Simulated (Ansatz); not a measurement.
The pair A = N2 (SMILES N#N) (first 2 atoms), B = HI (SMILES I); geometry from B3LYP-D3(BJ)/def2-TZVP.
(charge 0, multiplicity 1):
```
atom   x (Å)   y (Å)    z (Å)
----  ------  ------  -------
N     0.1017  0.1100  -1.0051
N     0.2101  0.1195   0.0801
I     0.5059  0.1592   4.2894
H     0.4214  0.1429   2.6765
```

Cores are frozen in the correlated methods. Filled d and f shells under p-block atoms count as core.

Programs: Ansatz (Gaussian orbitals). Each number belongs to the level named beside it. In def2 rows elements past Kr take small-core potentials, without spin–orbit coupling.

The counterpoise-corrected interaction energy is E(AB) − E(A in the pair's basis) − E(B in the pair's basis). Total energies (hartree):

```
level                          AB  A in the pair's basis  B in the pair's basis
-------------------  ------------  ---------------------  ---------------------
HF/def2-TZVPPD       -406.2321874           -108.9897430           -297.2428142
CCSD(T)/def2-TZVPPD  -406.7989982           -109.3789409           -297.4190154
HF/def2-QZVPPD       -406.2375687           -108.9939393           -297.2439999
CCSD(T)/def2-QZVPPD  -406.8459641           -109.4051830           -297.4396172
```

Question: Work out the counterpoise-corrected interaction energy at the basis-set limit: extrapolate the CCSD(T) correlation part as X⁻³, take Hartree–Fock from the larger set.

Answer: 
1. Differences (1 hartree = 627.509 kcal/mol): HF/def2-TZVPPD 0.232; CCSD(T)/def2-TZVPPD -0.654; HF/def2-QZVPPD 0.232; CCSD(T)/def2-QZVPPD -0.730.
2. Correlation parts, CCSD(T) less HF: -0.886 in def2-TZVPPD (X = 3), -0.963 in def2-QZVPPD (X = 4).
3. Limit (4³·(-0.963) − 3³·(-0.886))/(4³ − 3³) = -1.019; with HF/def2-QZVPPD it gives -0.787.
Result: -0.79 kcal/mol, against -0.65 at CCSD(T)/def2-TZVPPD. It is an estimate of this method's limit, not of the exact value.

Ansatz is a program for electronic structure.
